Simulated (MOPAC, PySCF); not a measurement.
C9H10SSi, SMILES `Cc1cc([SiH3])c2sccc2c1`, neutral singlet in the gas phase. 

Z-matrix (Å, degrees):
```
C
C 1 1.4101
C 2 1.3983 1 116.63
H 3 1.0943 2 118.97 1 -179.96
C 3 1.4155 4 118.08 2 -179.99
C 5 1.3917 3 118.87 4 179.99
H 6 1.0934 5 120.03 3 -179.94
C 6 1.4090 7 119.40 5 -179.93
C 8 1.4410 6 129.20 7 -0.02
C 9 1.3627 8 112.78 6 -179.96
H 10 1.0892 9 127.63 8 179.94
H 9 1.0909 10 123.59 11 0.03
C 5 1.5082 6 121.41 7 0.06
H 13 1.0998 5 111.56 6 0.11
H 13 1.1029 14 107.85 5 122.41
H 13 1.1029 14 107.85 15 115.16
S 10 1.7453 11 119.23 9 -179.96
Si 2 1.8805 3 120.89 4 0.02
H 18 1.4903 2 108.64 3 -0.10
H 18 1.4925 19 109.54 4 121.10
H 18 1.4926 19 109.54 20 117.93
```
Charge 0, spin multiplicity 1.

All levels are single points at this geometry (B3LYP-D3(BJ)/def2-SVP); Pople sets use spherical d functions. Orbital energies aren't observables, and empty levels follow the basis.

```csv
level,HOMO (eV),LUMO (eV),gap (eV),dipole (D),"vertical IE, Delta-SCF (eV)"
M06-2X/def2-TZVP in PySCF,-7.39,-0.29,7.10,1.53,8.21
PBE-D3(BJ)/def2-TZVP in PySCF,-5.48,-1.86,3.62,1.59,7.79
B3LYP/6-311+G** in PySCF,-6.22,-1.22,4.99,1.54,–
B3LYP/6-31G* in PySCF,-5.94,-0.81,5.13,1.65,7.74
B3LYP/LANL2DZ in PySCF,-6.12,-0.98,5.14,1.64,–
BP86/6-31G* in PySCF,-5.33,-1.60,3.73,1.65,–
M06-2X/6-31G* in PySCF,-7.22,0.06,7.27,1.58,–
PBE/6-31G* in PySCF,-5.24,-1.51,3.73,1.65,7.62
SVWN5/6-31G* in PySCF,-5.38,-1.68,3.70,1.62,7.80
HF/6-31G* in PySCF,-8.08,2.77,10.85,1.92,–
AM1 in MOPAC,-8.48,-0.21,8.27,0.82,–
PM6 in MOPAC,-8.52,-0.44,8.08,1.61,–
PM7 in MOPAC,-8.43,-0.50,7.93,1.45,–
```
